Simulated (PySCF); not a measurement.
These 3 structures share the formula C3H9NSi. The calculation used PBE0-D3(BJ)/def2-SVP geometry optimisation, gas phase in PySCF 2.14.0. One conformer each; no zero-point energy, no entropy. No frequencies were run at this level. Point groups hold within 0.08 Å.

Problem. Order them by energy at this level, lowest first, and give relative energies in kJ/mol.
A. `[CH3:1][CH2:2]/[CH:3]=[N:4]\[SiH3:5]` with C1–C2–C3–N4 125°
B. `[CH2:1]1[CH2:2][NH:3][SiH2:4][CH2:5]1` with C5–C1–C2–N3 42°, C1–C2–N3–Si4 -27°, C2–N3–Si4–C5 5°, N3–Si4–C5–C1 18°
C. `[SiH3:1][NH:2][CH:3]1[CH2:4][CH2:5]1` with Si1–N2–C3–C4 -137°

Solution. B (0.0), A (101.5), C (116.1).

As drawn, the lowest has an Si–C bond, which the highest lacks; the highest has a three-membered ring, which the lowest lacks.

| SMILES | E (Eh) | E rel (kJ/mol) | dipole (D) | point group | A, B, C (MHz) |
| --- | --- | --- | --- | --- | --- |
| C1CN[SiH2]C1 | -463.46034 | 0.0 | 0.97 | C1 | 5932, 4270, 2753 |
| CC/C=N\[SiH3] | -463.42168 | 101.5 | 2.22 | C1 | 9868, 1785, 1648 |
| [SiH3]NC1CC1 | -463.41612 | 116.1 | 1.09 | C1 | 10915, 2132, 1957 |
